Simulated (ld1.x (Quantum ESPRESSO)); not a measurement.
## Building the PAW potential for selenium (Se) (PBE, scalar-relativistic).

Se, PAW, made with ld1.x (Quantum ESPRESSO) 7.5 (PBE, scalar-relativistic). Core [Ar] 3d10, reference 4s2 4p4. Waves: 4s (bound): rcut 1.30, rcutus 1.70 bohr; 4s channel at 0.9 Ry: rcut 1.30, rcutus 1.70 bohr; 4p (bound): rcut 1.65, rcutus 2.00 bohr; 4p channel at 1.35 Ry: rcut 1.65, rcutus 2.00 bohr; 4d channel at 0.1 Ry: rcut 1.65, rcutus 1.90 bohr. Local part: all-electron potential smoothed inside 1.90 bohr (lloc = -2). Core correction: Bessel-smoothed model core, default radius (core density twice the valence density). Augmentation charge: PSQ, inside the norm-conserving radii.

All-electron outer shells of the reference configuration (PBE, scalar-relativistic, ld1.x):

| shell | level (eV) | outermost node (bohr) | outermost maximum (bohr) |
| --- | --- | --- | --- |
| 3p | -152.98 | 0.21 | 0.50 |
| 3d | -53.12 | – | 0.45 |
| 4s | -17.29 | 0.70 | 1.51 |
| 4p | -6.51 | 0.74 | 1.82 |

Estimate the cutoffs (Ry, on a coarse ladder) from which the occupation-weighted sum of valence levels, in a spherical-Bessel basis at the reference potential, stays within 10 and 1 mRy of its value at 400 Ry.

15 Ry and 21 Ry.

Does the potential have ghost states?

No extra level below or beside the all-electron valence levels (s, p, d, f tested).

Is the overlap operator S = 1 + Σ q|β⟩⟨β| positive definite (Bessel basis up to 400 Ry)?

Yes: its lowest eigenvalue is 0.40 (s channel).

Which valence shell sets the plane-wave cutoff?

4p: its level needs 15 Ry to come within 1 mRy, against 12 Ry for 4s.

Tests: 4s2 4p3; 4s2 4p2; 4s2 4p1; 4s1 4p4; 4s1 4p5; 4s2 4p3.5; 4s2 4p0. Which has the largest error in its energy relative to the reference configuration, and how large is it?

4s2 4p0, with -284 meV (all-electron minus pseudo) on +104.25 eV.
